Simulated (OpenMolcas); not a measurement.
Computed transition rates of neutral germanium

* Program: OpenMolcas 26.06
* Method: SS-RASPT2, IPEA 0.25 Eh, imaginary shift 0.1 Eh (closed shells correlated: 3d 4s)
* Basis: ANO-RCC-VQZP [7s6p4d2f1g]
* Scalar Hamiltonian: DKH2, point nucleus
* Active space: 2 electrons in 9 orbitals (RAS2 4p; RAS3 4d 5s, at most 1 electron)
* State averaging: 2S+1 = 3 even, 3 roots; 2S+1 = 1 even, 6 roots; 2S+1 = 3 odd, 3 roots; 2S+1 = 1 odd, 3 roots
* Spin-orbit coupling: state interaction with AMFI integrals over the reference wave functions, term energies averaged over their components

Rates come from the transition moments of the reference wave functions (E1 and E2 in the length form). At fixed line strength A goes as λ^-3 for E1 and M1 and as λ^-5 for E2, so a rate at the computed wavelength can be rescaled to the measured one. Measured vacuum wavelengths follow from level energies in NIST Handbook of Basic Atomic Spectroscopic Data. Branching counts decays inside the model space alone, at computed energies, and the table is only a selection of the E2 and M1 lines, drawn from those between levels with measured partners whose computed energy lies within a factor of 1.5 of the measured one.

```json
{"Upper": "4s2 4p2 3P1", "Lower": "4s2 4p2 3P0", "Type": "M1", "λ computed (nm)": "21230", "λ measured (nm)": "17950", "A computed (s-1)": "1.88e-03", "A rescaled (s-1)": "3.11e-03", "Branching %": "100.0"}
{"Upper": "4s2 4p2 3P2", "Lower": "4s2 4p2 3P1", "Type": "M1", "λ computed (nm)": "13060", "λ measured (nm)": "11730", "A computed (s-1)": "6.04e-03", "A rescaled (s-1)": "8.34e-03", "Branching %": "100.0"}
{"Upper": "4s2 4p2 1D2", "Lower": "4s2 4p2 3P2", "Type": "M1", "λ computed (nm)": "1505", "λ measured (nm)": "1750", "A computed (s-1)": "8.57e-02", "A rescaled (s-1)": "", "Branching %": "67.3"}
{"Upper": "4s2 4p2 1D2", "Lower": "4s2 4p2 3P2", "Type": "E2", "λ computed (nm)": "1505", "λ measured (nm)": "1750", "A computed (s-1)": "1.31e-03", "A rescaled (s-1)": "", "Branching %": "1.0"}
{"Upper": "4s2 4p2 1D2", "Lower": "4s2 4p2 3P1", "Type": "M1", "λ computed (nm)": "1349", "λ measured (nm)": "1522", "A computed (s-1)": "3.99e-02", "A rescaled (s-1)": "", "Branching %": "31.4"}
{"Upper": "4s2 4p2 1S0", "Lower": "4s2 4p2 1D2", "Type": "E2", "λ computed (nm)": "833.6", "λ measured (nm)": "1082", "A computed (s-1)": "4.60e+00", "A rescaled (s-1)": "1.25e+00", "Branching %": "76.4"}
{"Upper": "4s2 4p2 1S0", "Lower": "4s2 4p2 3P2", "Type": "E2", "λ computed (nm)": "536.4", "λ measured (nm)": "668.6", "A computed (s-1)": "1.42e-01", "A rescaled (s-1)": "", "Branching %": "2.4"}
{"Upper": "4s2 4p2 1S0", "Lower": "4s2 4p2 3P1", "Type": "M1", "λ computed (nm)": "515.2", "λ measured (nm)": "632.5", "A computed (s-1)": "1.28e+00", "A rescaled (s-1)": "", "Branching %": "21.2"}
```

Spin-changing lines and M1 lines between different terms are not rescaled, since their strength hangs on the term gaps too.

The largest correction is for 4s2 4p2 1S0 → 4s2 4p2 1D2 (E2): 4.60e+00 × (833.6 / 1082)^5 = 1.25e+00 s-1, a factor of 0.27.

No measured rate stands beside these. Rescaling mends the energy factor alone: line strengths can still be far off where a level mixes with configurations outside the active space, and weak or spin-changing lines hang on small mixing coefficients that depend on the term gaps too, so rescaling need not improve them.

CASPT2 does not keep the components of a term degenerate, so their means are used; among the terms shown or strongly mixed into the levels shown the widest spread is 85 cm-1 (4s2 4p2 1D). With the s shell closed, the reference lacks s² → p² mixing. No level of 4s2 4p 4d was computed, though it lies in the active space. Some terms miss by over 15 % even with CASPT2, which points to a basis or an active space too small for the shells correlated. Computed and measured levels are paired by configuration, term and J; levels that our copy of the source lacks, or whose pairing is in doubt (as where it misses far off the trend of its configuration), stay unpaired. Only configurations of the active space appear.
